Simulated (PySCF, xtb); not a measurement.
Si(Cl)(H)2(OAc) (C2H5ClO2Si), SMILES CC(=O)O[SiH2]Cl. One conformer was computed; it need not be the lowest.

Harmonic wavenumbers (cm⁻¹) from GFN2-xTB in xtb at its own minimum, in rising order: 23, 59, 68, 127, 219, 355, 494, 525, 561, 579, 635, 727, 749, 764, 969, 1003, 1011, 1199, 1363, 1440, 1441, 1784, 2347, 2368, 3029, 3036, 3067.

Task: What does PySCF with PBE-D3(BJ)/def2-SVP give at its own minimum? (Estimate from the structure and the level; the computed values follow.)

Result: 63, 76, 103, 154, 235, 370, 544, 555, 581, 628, 695, 763, 859, 919, 932, 975, 1009, 1225, 1328, 1385, 1394, 1784, 2221, 2236, 2994, 3078, 3129. Paired by order, the mean absolute difference is 48 cm⁻¹ and the zero-point energies are 42.8 and 43.2 kcal/mol.
